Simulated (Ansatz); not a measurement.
C2H5NSi, SMILES `C=C[Si]N` (excited triplet) (charge 0, multiplicity 3). This triplet is an excited state, 1.79 eV above the relaxed singlet at the level B3LYP/cc-pVTZ // PBE0-D3(BJ)/def2-TZVP (Ansatz, a first-principles code).

Z-matrix (Å, degrees):
```
C
C 1 1.3438
H 2 1.0847 1 121.36
H 2 1.0851 3 116.48 1 -179.94
H 1 1.0906 2 119.02 3 0.05
Si 1 1.8282 5 113.67 2 179.99
N 6 1.7223 1 117.11 5 0.02
H 7 1.0085 6 120.44 1 107.08
H 7 1.0085 8 110.99 6 -148.77
```
Charge 0, spin multiplicity 3.

Frozen-core energies in 6-31g from Ansatz at a geometry from PBE0-D3(BJ)/def2-TZVP; the HF reference has <S^2> = 2.20 and the T1 diagnostic is 0.034.

```json
[
 {"level": "HF", "energy (Ha)": "-421.86333"},
 {"level": "MP2", "energy (Ha)": "-422.16677"},
 {"level": "CCSD", "energy (Ha)": "-422.21318"}
]
```

Q: Estimate the energies of CCSD(T), CCSDT and CCSDT(Q), and give each level's difference from CCSDT(Q).

A: 
```csv
level,energy (Ha),difference from CCSDT(Q) (mHa)
MP2,-422.16677,57.65
CCSD,-422.21318,11.23
CCSD(T),-422.22231,2.11
CCSDT,-422.22347,0.95
CCSDT(Q),-422.22442,0.00
```
